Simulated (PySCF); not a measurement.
## Ge²⁰⁺ (germanium, charge +20): Hartree-Fock from Schrödinger to Dirac-Coulomb-Breit

Occupied: 1s1/2, 2s1/2, 2p1/2, 2p3/2, 3s1/2. Hartree-Fock calculated with PySCF 2.14 in an uncontracted even-tempered set (17 s from 0.98 bohr⁻², ratio 2.7; 13 p from 1.2 bohr⁻², ratio 2.7), Gaussian nucleus throughout. NR is non-relativistic, sf-X2C the spin-free one-electron X2C Hamiltonian, X2C adds the bare one-electron spin-orbit term, X2C-SNSO screens it by Boettger's factors, DC is four-component Dirac-Coulomb, and the Gaunt and Breit terms are added at first order (total energies over the DC spinors, levels after relaxing the spinors in that mean field). QED terms are absent. Levels marked empty are virtual spinors of this ion; the basis has s and p functions only, so 3d, which can lie below the n = 4 levels, is absent.

```
Hamiltonian  E (hartree)  E − E(DC) (hartree)  CPU seconds
         NR   -1845.0822              21.8200          0.4
     sf-X2C   -1866.5038               0.3984         0.23
        X2C   -1866.5854               0.3168         0.29
   X2C-SNSO   -1866.5754               0.3268         0.28
         DC   -1866.9022               0.0000           13
   DC+Gaunt   -1865.9395               0.9627           23
   DC+Breit   -1866.0215               0.8807           68
```

```tsv
level (eV)	NR	sf-X2C	X2C	X2C-SNSO	DC	DC+Gaunt	DC+Breit
1s1/2	-11866.6	-12021.4	-12021.2	-12021.3	-12027.5	-12011.8	-12012.7
2s1/2	-2219.1	-2256.8	-2256.8	-2256.8	-2257.4	-2256.1	-2256.2
2p1/2	-2062.9	-2072.6	-2096.7	-2095.2	-2095.3	-2093.0	-2093.2
2p3/2	-2062.9	-2072.6	-2061.0	-2061.8	-2062.2	-2060.5	-2060.8
3s1/2	-822.35	-832.40	-832.39	-832.39	-832.52	-832.21	-832.25
3p1/2 (empty)	-739.51	-742.85	-747.94	-747.61	-747.64	-747.14	-747.21
3p3/2 (empty)	-739.51	-742.85	-740.40	-740.55	-740.62	-740.28	-740.35
4s1/2 (empty)	-405.76	-409.40	-409.40	-409.40	-409.44	-409.34	-409.35
```

```
interval (eV)    X2C  X2C-SNSO     DC  DC+Gaunt  DC+Breit
2p3/2 − 2p1/2  35.70     33.43  33.15     32.47     32.47
3p3/2 − 3p1/2  7.542     7.063  7.014     6.859     6.859
```

Weight of the small component: 1s1/2 0.0134, 2s1/2 0.00270, 2p1/2 0.00265, 2p3/2 0.00260, 3s1/2 0.000897, 3p1/2 0.000850, 3p3/2 0.000840, 4s1/2 0.000397.

Koopmans' value for the highest occupied level at DC+Breit: 832.25 eV, against an ionisation energy of 837.1 ± 1 eV (semi-empirical (NIST evaluation); NIST Atomic Spectra Database, ionization energies); the former lacks relaxation, correlation, QED and recoil.

The whole ladder took 110 s of wall time on 1 thread of Neoverse-N1 (shared host), launched as `OMP_NUM_THREADS=1 python relrun2.py TASK.json OUT` (a driver that calls PySCF for each Hamiltonian).
